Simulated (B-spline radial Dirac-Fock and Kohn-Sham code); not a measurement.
What relativity does to the binding energies of Sb¹⁰⁺

System: antimony as Sb¹⁰⁺ in the configuration [Kr] 4d5.

Both columns are ΔSCF binding energies of the configuration average from a radial finite-basis atomic code: non-relativistic Hartree-Fock with a point nucleus, and Dirac-Fock with a finite nucleus and the Coulomb interaction alone, averaged over the two j levels with weights 2j+1.

```
shell  Hartree-Fock (eV)  Dirac-Fock (eV)  shift (eV)  shift (%)
   1s            29678.3          30802.8    +1124.56      +3.79
   2s             4649.8           4926.0     +276.30      +5.94
   2p             4354.2           4434.8      +80.63      +1.85
   3s             1095.0           1153.9      +58.95      +5.38
   3p              971.5            989.8      +18.29      +1.88
   3d              744.2            736.4       -7.77      -1.04
   4s              334.9            347.9      +13.08      +3.91
   4p              287.9            291.7       +3.76      +1.30
   4d              213.3            211.8       -1.48      -0.70
```

Relativity binds 1s, 2s, 2p, 3s, 3p, 4s, 4p more strongly, among those listed most of all 2s in relative terms, and 3d, 4d more weakly, because the contracted s and p shells screen the nucleus better.

Values without a named source are computed, but for edge energies of neutral atoms, which are taken from tables.
